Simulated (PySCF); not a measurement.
C₂H₆N, multiplicity 2. Atoms are numbered in the order given.

```xyz
9

C      1.1986    -0.3625    -0.2527
N      0.1626     0.4002     0.2565
C     -1.2004    -0.0194    -0.0041
H      1.0392    -0.8049    -1.2290
H      2.2025    -0.0849     0.0420
H      0.3152     0.7427     1.1925
H     -1.4457    -0.9826     0.4633
H     -1.3428    -0.1192    -1.0831
H     -1.8957     0.7393     0.3598
```
Charge 0, spin multiplicity 2.

The structure is a stationary point at ωB97X-D3(BJ)/def2-TZVP. The isomer is the one that the SMILES or the coordinates give; other isomers of the formula were not compared.

The numbers are results of B3LYP/def2-TZVPD (PySCF), not measurements.

Mulliken values depend strongly on the basis, most of all with diffuse functions as here. ESP charges are fitted to the potential on shells at 1.4 to 2.0 van der Waals radii. Atomic charges (e):

```json
[
 {"atom": "C1", "meta-Löwdin": "[?]", "ESP fit": "-0.53", "Mulliken": "-0.50", "Mulliken spin": "0.80"},
 {"atom": "N2", "meta-Löwdin": "-0.25", "ESP fit": "-0.29", "Mulliken": "-0.16", "Mulliken spin": "0.19"},
 {"atom": "C3", "meta-Löwdin": "[?]", "ESP fit": "-0.30", "Mulliken": "-0.74", "Mulliken spin": "0.01"},
 {"atom": "H4", "meta-Löwdin": "0.10", "ESP fit": "0.21", "Mulliken": "0.18", "Mulliken spin": "0.00"},
 {"atom": "H5", "meta-Löwdin": "0.11", "ESP fit": "0.18", "Mulliken": "0.22", "Mulliken spin": "0.00"},
 {"atom": "H6", "meta-Löwdin": "[?]", "ESP fit": "0.34", "Mulliken": "0.19", "Mulliken spin": "-0.01"},
 {"atom": "H7", "meta-Löwdin": "0.10", "ESP fit": "0.13", "Mulliken": "0.29", "Mulliken spin": "0.00"},
 {"atom": "H8", "meta-Löwdin": "0.12", "ESP fit": "0.16", "Mulliken": "0.26", "Mulliken spin": "0.01"},
 {"atom": "H9", "meta-Löwdin": "0.12", "ESP fit": "0.11", "Mulliken": "0.27", "Mulliken spin": "0.00"}
]
```

What belongs in the gaps? (An estimate is asked for; the answer gives what the named calculation found.)


- C1, meta-Löwdin: -0.30
- C3, meta-Löwdin: -0.22
- H6, meta-Löwdin: 0.23
